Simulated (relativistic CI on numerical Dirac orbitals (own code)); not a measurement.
Mn2+ in a cubic cluster: 2p photoemission with charge transfer

Computed with a charge-transfer multiplet model of a cubic metal-ligand cluster with up to one ligand hole, Slater and spin-orbit integrals from Dirac-Coulomb-Breit ions, Slater integrals scaled by 0.7. The parameters are those of a tetrahedral site (10Dq negative, t2 hopping the larger). The ground state mixes d5 with configurations of k ligand holes L, whose averages lie at kΔ + k(k − 1)U_dd/2; a core hole lowers each added d electron by U_cd. 300 K, Lorentzian 0.6 eV and Gaussian 0.8 eV FWHM.

Atomic integrals in eV (Slater integrals scaled, ζ unscaled), ground: F2dd 7.178, F4dd 4.458, zeta_d 0.037; with the core hole: F2dd 8.503, F4dd 5.322, zeta_d 0.060, zeta_core 6.788, F2cd 4.916, G1cd 3.683, G3cd 2.092.

Cluster parameters (eV): Δ = 5.8, U_dd = 5.1, U_cd = 6.6, 10Dq = -0.45, 10Dq(ligand) = 0, final-state hopping factor = 0.8.

```json
{"Case": "V(eg) = 0.4 eV, V(t2g) = -0.68 eV", "n_d": "5.03", "d5": "0.97", "d6L": "0.03", "S": "2.50"}
{"Case": "V(eg) = 1.3 eV, V(t2g) = -2.21 eV", "n_d": "5.16", "d5": "0.84", "d6L": "0.16", "S": "2.50"}
{"Case": "V(eg) = 1.9 eV, V(t2g) = -3.23 eV", "n_d": "5.24", "d5": "0.76", "d6L": "0.24", "S": "2.50"}
```

Weights, n_d and S are thermal averages at 300 K. Binding energies count from the first peak over 30 % of the highest in each spectrum, which can be another peak from case to case. The parameters are a model scan and need not match a compound or its usual spin state. Peaks in eV (height, largest 100):
- V(eg) = 0.4 eV, V(t2g) = -0.68 eV: 0.0 (100), 1.0 (88), 5.2 (17), 11.7 (52), 12.5 (57)
- V(eg) = 1.3 eV, V(t2g) = -2.21 eV: 0.0 (100), 0.8 (91), 3.8 (19), 6.7 (13), 11.5 (51), 12.4 (56)
- V(eg) = 1.9 eV, V(t2g) = -3.23 eV: 0.0 (100), 0.8 (91), 3.9 (19), 7.2 (8), 11.6 (54), 12.2 (56)

Curve for V(eg) = 1.9 eV, V(t2g) = -3.23 eV (points under 2 left out, the grid thinned):

(E (eV), Intensity): (-3.4, 2.1), (-2.9, 2.8), (-2.4, 3.9), (-1.9, 6.2), (-1.4, 11.8), (-0.9, 31.2), (-0.4, 79.3), (0.1, 98.8), (0.6, 90.6), (1.1, 87.3), (1.6, 68.8), (2.2, 39.5), (2.7, 20.3), (3.2, 16.0), (3.7, 18.6), (4.2, 18.4), (4.7, 16.0), (5.2, 12.7), (5.7, 8.8), (6.2, 7.0), (6.7, 7.0), (7.2, 7.5), (7.7, 6.7), (8.2, 5.3), (8.7, 4.8), (9.2, 5.5), (9.7, 8.6), (10.2, 14.2), (10.7, 27.4), (11.2, 49.0), (11.7, 53.8), (12.2, 55.7), (12.7, 45.9), (13.2, 24.2), (13.8, 12.5), (14.3, 10.5), (14.8, 9.4), (15.3, 7.1), (15.8, 4.7), (16.3, 3.1), (16.8, 2.3), (21.4, 2.4), (21.9, 2.6), (22.4, 2.9), (22.9, 2.2)

For the case V(eg) = 1.3 eV, V(t2g) = -2.21 eV, Δ = 5.8 eV is larger than U_dd = 5.1 eV, the Mott-Hubbard side of the Zaanen-Sawatzky-Allen scheme. With the core hole the average of the configuration with one ligand hole lies at Δ − U_cd = -0.8 eV before mixing: the effective hopping of about 3.3 eV (from the holes of the mixed ground state) is comparable with this gap or larger, so the configurations mix strongly.

With at most 1 ligand hole the space is cut while the next configuration still counts, so covalency is underestimated, and a final configuration with one more ligand hole, which can lie low, is missing from the spectra.
